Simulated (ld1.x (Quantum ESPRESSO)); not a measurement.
calcium: one change to a TM potential, before and after

calcium, norm-conserving Troullier–Martins (Kleinman–Bylander form), made with ld1.x (Quantum ESPRESSO) 7.5 (PBEsol, scalar-relativistic). Core [Ne] 3s2, reference 3p6 3d0 4s1.75 4p0 (charge +0.25). Waves: 4s (bound): rc 3.70 bohr; 3p (bound): rc 1.70 bohr; 3d (bound, empty): rc 2.65 bohr. Local part: all-electron potential smoothed inside 2.85 bohr (lloc = -1). Core correction: Bessel-smoothed model core, default radius (core density twice the valence density).

All-electron outer shells of the reference configuration (PBEsol, scalar-relativistic, ld1.x):

```tsv
shell	level (eV)	outermost node (bohr)	outermost maximum (bohr)
2p	-336.08	–	0.25
3s	-48.55	0.45	0.99
3p	-29.53	0.42	1.04
4s	-5.00	1.43	3.33
3d	-3.42	–	1.27
4p	-2.45	1.62	4.23
```

Change: wave 4s (bound): rc 3.70 bohr becomes 4s (bound): rc 5.48 bohr.

Cutoffs: the cutoffs (Ry, on a coarse ladder) from which the occupation-weighted sum of valence levels, in a spherical-Bessel basis at the reference potential, stays within 10 and 1 mRy of its value at 400 Ry; they do not see the model core or the augmentation charge, which bear on the density cutoff. Errors are all-electron minus pseudo energies relative to the spin-unpolarised reference configuration.

Task: Predict the effect on cutoff, ghosts and configuration errors.

Result: The potential gets neither clearly harder nor softer (30 Ry and 50 Ry → 30 Ry and 50 Ry); of the 7 tests that both files solve, the error grows in 5 and shrinks in 1 by more than 15 % and 0.3 meV (median size 3.2 → 34.8 meV); neither file shows a bound ghost.

| quantity | base | changed |
| --- | --- | --- |
| cutoff, loose | 30 Ry | 30 Ry |
| cutoff, tight | 50 Ry | 50 Ry |
| bound ghosts | none | none |
| error for 3p6 3d0 4s2 4p0, meV [ΔE -1.09 eV] | +0.4 | +0.5 |
| error for 3p6 3d0 4s1 4p0, meV [ΔE 5.21 eV] | +3.2 | -4.7 |
| error for 3p6 3d0 4s0 4p0, meV [ΔE 16.89 eV] | -13 | -268 |
| error for 3p6 3d1 4s0 4p0, meV [ΔE 6.53 eV] | -25 | +64 |
| error for 3p6 3d1 4s1 4p0, meV [ΔE 1.18 eV] | -4.7 | +74 |
| error for 3p6 3d0 4s1.5 4p0, meV [ΔE 1.41 eV] | +0.4 | +0.1 |
| error for 3p6 3d0.5 4s1.5 4p0, meV [ΔE -0.05 eV] | +3.0 | +35 |
